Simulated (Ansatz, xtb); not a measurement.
**Two isomers of C6H9ClSi**

We compare I, `C#C[C@@H]1CC[Si@@]1(C)Cl`, a singlet, with II, `C=C1C=C[SiH2]C[C@@H]1Cl`, a singlet. Both are isolated molecules in the gas phase, relaxed with B3LYP-D3(BJ)/def2-SVP, each in the lowest conformer that the search found.

I (Å):

| atom | x (Å) | y (Å) | z (Å) |
| --- | --- | --- | --- |
| C | 0.6828 | 1.3098 | 3.4806 |
| C | 0.7151 | 1.0207 | 2.3023 |
| C | 0.6943 | 0.6792 | 0.8985 |
| C | 0.3891 | 1.8249 | -0.1382 |
| C | -0.4338 | 1.0511 | -1.2154 |
| C | -2.3958 | -0.0225 | 1.0881 |
| Cl | -0.5374 | -2.2322 | -0.3601 |
| Si | -0.8075 | -0.2206 | 0.1296 |
| H | 0.6704 | 1.5640 | 4.5231 |
| H | 1.6172 | 0.1489 | 0.6072 |
| H | -0.2285 | 2.5966 | 0.3459 |
| H | 1.2966 | 2.3192 | -0.5184 |
| H | 0.2168 | 0.6295 | -1.9973 |
| H | -1.2433 | 1.6157 | -1.6988 |
| H | -2.3478 | -0.5997 | 2.0246 |
| H | -3.2612 | -0.3726 | 0.5045 |
| H | -2.5442 | 1.0379 | 1.3463 |

II (Å):

```yaml
atoms:
  - { symbol: C, position_ang: [-1.6778, 2.3735, -0.3501] }
  - { symbol: C, position_ang: [-0.4679, 1.7858, -0.2919] }
  - { symbol: C, position_ang: [0.2449, 1.6800, 0.9916] }
  - { symbol: C, position_ang: [1.3586, 0.9575, 1.2395] }
  - { symbol: C, position_ang: [0.8049, -0.1204, -1.4398] }
  - { symbol: C, position_ang: [0.1671, 1.2618, -1.5601] }
  - { symbol: Cl, position_ang: [1.4604, 2.4627, -2.1007] }
  - { symbol: Si, position_ang: [2.1082, -0.1542, -0.0621] }
  - { symbol: H, position_ang: [-2.1546, 2.7771, 0.5472] }
  - { symbol: H, position_ang: [-2.2217, 2.4712, -1.2930] }
  - { symbol: H, position_ang: [-0.2111, 2.2595, 1.8042] }
  - { symbol: H, position_ang: [1.7704, 1.0022, 2.2542] }
  - { symbol: H, position_ang: [3.4547, 0.2983, -0.5113] }
  - { symbol: H, position_ang: [2.2544, -1.5440, 0.4671] }
  - { symbol: H, position_ang: [1.2175, -0.4276, -2.4126] }
  - { symbol: H, position_ang: [0.0109, -0.8421, -1.1767] }
  - { symbol: H, position_ang: [-0.5699, 1.2898, -2.3725] }
```

Quicker runs give these differences E(II) − E(I): GFN2-xTB −0.252 eV; HF/STO-3G +0.934 eV (at GFN2-xTB geometries); r2SCAN-D4/def2-SVP +0.213 eV (at GFN2-xTB geometries).

Q: Which of the two would you expect CCSD(T)/def2-SVP + ΔMP2/def2-TZVPP electronic energies to favour?

A: Structure I; the calculation gives E(II) − E(I) = +0.474 eV.

Level by level:

```json
{"level": "GFN2-xTB", "geometry": "GFN2-xTB", "E(II) − E(I) (eV)": "−0.252", "departure from the last row (eV)": "−0.726", "job, with rough time for the two": "optimisation, 0.42 s"}
{"level": "HF/STO-3G", "geometry": "GFN2-xTB", "E(II) − E(I) (eV)": "+0.934", "departure from the last row (eV)": "+0.460", "job, with rough time for the two": "single point, 0.94 s"}
{"level": "r2SCAN-D4/def2-SVP", "geometry": "GFN2-xTB", "E(II) − E(I) (eV)": "+0.213", "departure from the last row (eV)": "−0.261", "job, with rough time for the two": "single point, 6.9 s"}
{"level": "B3LYP-D3(BJ)/def2-SVP", "geometry": "B3LYP-D3(BJ)/def2-SVP", "E(II) − E(I) (eV)": "+0.226", "departure from the last row (eV)": "−0.248", "job, with rough time for the two": "optimisation, 81 s"}
{"level": "HF/def2-SVP", "geometry": "B3LYP-D3(BJ)/def2-SVP", "E(II) − E(I) (eV)": "+0.440", "departure from the last row (eV)": "−0.034", "job, with rough time for the two": "part of the CCSD(T) run"}
{"level": "MP2/def2-SVP", "geometry": "B3LYP-D3(BJ)/def2-SVP", "E(II) − E(I) (eV)": "+0.459", "departure from the last row (eV)": "−0.015", "job, with rough time for the two": "part of the CCSD(T) run"}
{"level": "CCSD(T)/def2-SVP", "geometry": "B3LYP-D3(BJ)/def2-SVP", "E(II) − E(I) (eV)": "+0.236", "departure from the last row (eV)": "−0.239", "job, with rough time for the two": "single point"}
{"level": "CCSD(T)/def2-SVP + ΔMP2/def2-TZVPP", "geometry": "B3LYP-D3(BJ)/def2-SVP", "E(II) − E(I) (eV)": "+0.474", "departure from the last row (eV)": "", "job, with rough time for the two": "single point, 3 min"}
```

As drawn, II has 2 C=C, 1 C–Cl, 2 Si–H in place of 1 C≡C, 1 C–Si, 1 Cl–Si, 2 C–H. Structure I has a 4-membered ring, II a 6-membered ring.

GFN2-xTB puts the two in the other order. The largest departure from CCSD(T)/def2-SVP + ΔMP2/def2-TZVPP is that of GFN2-xTB, 0.726 eV. The last row adds to CCSD(T) the change of the MP2 difference between the two basis sets, here +0.239 eV, a large step that makes the value less sure.

With thermal terms from frequencies at re-optimised GFN2-xTB minima (ideal gas, soft modes damped towards free rotors, one conformer each, 298.15 K, 1 atm): on the last row, ΔE + ΔZPE = +0.394, ΔH = +0.346, ΔG = +0.473 eV.

The correlated steps freeze 16 core orbitals. Run with Ansatz 0.2.0, xtb 6.7.1; the last row on 4 threads of Arm Neoverse V1 on a shared host.
